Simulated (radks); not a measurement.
The numbers below are computed, except where a source is named.
Q: Species: Tm XLI. Configuration: [Ar] 3d10 4s0.75 4f0.25 (fractional occupations, a model configuration). Code: a radial shooting solver on a logarithmic mesh with Libxc functionals. Model: non-relativistic Kohn-Sham, MS2 meta-GGA, spin-unpolarised, spherical densities, point nucleus; meta-GGA in the generalised Kohn-Sham scheme; relativity is left out, which matters for an element this heavy. Some entries of the table are withheld. Estimate them.

orbital  occ.  eigenvalue (eV)  r(max) (bohr)  <1/r> (bohr^-1)
1s          2        -56955.61        0.01457            68.48
2s          2        -10714.87        0.07942            16.04
2p          6              (1)        0.06182            16.05
3s          2              (2)         0.2173            6.248
3p          6              (3)         0.2052              (4)
3d         10        -3192.640         0.1622            6.086
4s       0.75        -1823.728         0.4536            3.136
4f       0.25        -1471.898         0.3561            2.818

A: 
(1) 2p eigenvalue (eV): -10317.18
(2) 3s eigenvalue (eV): -3695.671
(3) 3p eigenvalue (eV): -3516.559
(4) 3p <1/r> (bohr^-1): 6.184
